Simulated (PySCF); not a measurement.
C₃H₁₂OSi₂, SMILES C(C)[SiH2]C[SiH2]O.

Geometry: PBE-D3(BJ)/def2-SVP. This is a generated structure with no PubChem entry under its InChIKey; it may be hypothetical. The values are those of a single conformer.

These are PySCF with PBE-D3(BJ)/def2-SVP values and carry that method's errors.

Frequencies are harmonic and unscaled.

Computed harmonic wavenumbers and intensities:
| mode | ν (cm⁻¹) | IR (km/mol) | moving atoms (share of kinetic energy) |
|---|---|---|---|
| 1 | 32 | 3.1 | Si 31 %, H 30 %, O 25 %, C 14 % |
| 2 | 58 | 0.2 | H 42 %, C 38 %, O 14 % |
| 3 | 72 | 0.3 | C 36 %, H 35 %, Si 15 %, O 15 % |
| 4 | 121 | 1.9 | H 38 %, C 32 %, Si 26 % |
| 5 | 155 | 5.8 | Si 35 %, H 33 %, C 22 %, O 9 % |
| 6 | 191 | 40.0 | H 56 %, Si 20 %, C 16 % |
| 7 | 210 | 0.2 | H 92 % |
| 8 | 238 | 62.3 | H 39 %, O 33 %, C 17 %, Si 10 % |
| 9 | 318 | 7.8 | C 34 %, H 30 %, Si 28 % |
| 10 | 457 | 7.1 | H 83 %, Si 12 % |
| 11 | 480 | 1.0 | H 90 %, Si 8 % |
| 12 | 568 | 3.2 | H 63 %, C 19 %, Si 17 % |
| 13 | 594 | 11.8 | H 48 %, C 36 %, Si 15 % |
| 14 | 677 | 61.2 | H 42 %, C 36 %, Si 22 % |
| 15 | 684 | 66.8 | H 73 %, C 16 %, Si 9 % |
| 16 | 737 | 43.4 | C 39 %, H 34 %, Si 25 % |
| 17 | 748 | 33.2 | H 82 %, C 13 % |
| 18 | 774 | 34.4 | H 78 %, C 14 % |
| 19 | 807 | 247.6 | O 42 %, H 37 %, Si 17 % |
| 20 | 833 | 72.2 | H 72 %, C 12 %, Si 11 % |
| 21 | 875 | 182.8 | H 78 %, Si 13 % |
| 22 | 876 | 78.8 | H 78 %, O 15 % |
| 23 | 919 | 72.8 | H 91 % |
| 24 | 921 | 90.0 | H 89 %, Si 9 % |
| 25 | 953 | 15.4 | H 81 %, C 17 % |
| 26 | 956 | 4.3 | H 81 %, C 17 % |
| 27 | 982 | 8.8 | H 92 % |
| 28 | 1024 | 49.4 | C 52 %, H 44 % |
| 29 | 1030 | 113.4 | C 53 %, H 43 % |
| 30 | 1206 | 1.1 | H 77 %, C 23 % |
| 31 | 1211 | 3.9 | H 64 %, C 36 % |
| 32 | 1329 | 5.6 | H 92 % |
| 33 | 1346 | 1.9 | H 82 %, C 18 % |
| 34 | 1378 | 1.5 | H 91 %, C 9 % |
| 35 | 1424 | 4.0 | H 96 % |
| 36 | 1428 | 7.6 | H 97 % |
| 37 | 2125 | 141.6 | H 97 % |
| 38 | 2135 | 116.3 | H 97 % |
| 39 | 2145 | 87.1 | H 97 % |
| 40 | 2189 | 103.6 | H 97 % |
| 41 | 2964 | 18.0 | H 96 % |
| 42 | 2964 | 31.1 | H 95 % |
| 43 | 2978 | 1.4 | H 95 % |
| 44 | 3012 | 3.7 | H 91 %, C 9 % |
| 45 | 3044 | 0.6 | H 91 %, C 9 % |
| 46 | 3047 | 19.3 | H 91 %, C 9 % |
| 47 | 3052 | 20.1 | H 91 %, C 9 % |
| 48 | 3766 | 73.3 | H 94 % |
